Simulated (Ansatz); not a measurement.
```yaml
atoms:
  - { symbol: C, position_ang: [0.0811, -0.0141, -0.6705] }
  - { symbol: O, position_ang: [0.0237, -0.0937, 0.6556] }
  - { symbol: H, position_ang: [-0.0319, 0.8123, 1.0183] }
  - { symbol: H, position_ang: [0.0846, -1.0133, -1.1106] }
  - { symbol: H, position_ang: [-0.4309, 0.8418, -1.2370] }
```

Basis set: 6-31G (spherical functions). Left uncorrelated: 2 orbitals. Charge 0, multiplicity 2.

Computed with Ansatz (development build ahead of 0.2.0); each method stands on the lowest determinant of its kind that the runs found.

Question: Give the atomization energy at this shape (free ground-state atoms in the same class of orbitals less the molecule, no zero-point energy) of doublet CH3O by UHF-MP2, UHF.

Answer:

```
 method  atomization energy
UHF-MP2     328.86 kcal/mol
    UHF     251.55 kcal/mol
```

This basis has no polarisation functions and is too small for such energies, which can lie far from measured ones in either direction.
